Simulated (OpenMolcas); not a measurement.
A calculation on neutral titanium.

```yaml
Program: OpenMolcas 26.06
Method: "SS-CASPT2, IPEA 0.25 Eh, imaginary shift 0.1 Eh (closed shells correlated: 3s 3p)"
Basis: ANO-RCC-VQZP [7s6p4d3f2g1h]
Scalar_Hamiltonian: DKH2, point nucleus
Active_space: 4 electrons in 11 orbitals (3d 4s 4d)
State_averaging: 2S+1 = 3 even, 48 roots; 2S+1 = 5 even, 10 roots kept (CI in the orbitals of an earlier block); 2S+1 = 1 even, 42 roots kept (CI in the orbitals of an earlier block, 23 in the spin-orbit step)
Spin-orbit_coupling: RASSI with atomic mean-field integrals over the reference wave functions, term energies averaged over their components
```

(1) Which level of the active space comes out lowest?

(2) How high does 3d3 4s 5F4 lie?

(3) How high does 3d3 4s 5F3 lie?

(4) How high does 3d2 4s2 3F4 lie?

Measured values: NIST Handbook of Basic Atomic Spectroscopic Data.

## Answers

(1) 3d2 4s2 3F2, with 100 % of that term; it is also the measured ground level.

(2) 4240 cm-1 above the lowest level; measured 6743 cm-1 above the ground level, so the calculation is off by -37 %.

(3) 4140 cm-1 above the lowest level; measured 6661 cm-1 above the ground level, so the calculation is off by -38 %.

(4) 437 cm-1 above the lowest level; measured 387 cm-1 above the ground level, so the calculation is off by +13 %.

CASPT2 does not keep the components of a term degenerate, so their means are used; among the terms shown or strongly mixed into the levels shown the widest spread is 850 cm-1 (3d2 4s2 3F). Some high roots are left out of the spin-orbit mixing, which shifts the levels that they would mix with. Terms from blocks run as CI alone lack orbitals of their own. Active for correlation alone: 4d; no level in the range computed is led by a configuration that fills it, so any true level of that kind is missing. Computed and measured levels are paired by configuration, term and J; levels that our copy of the source lacks, or whose pairing is in doubt (as where it misses far off the trend of its configuration), stay unpaired and out of the deviations. Levels of configurations outside the active space are missing.
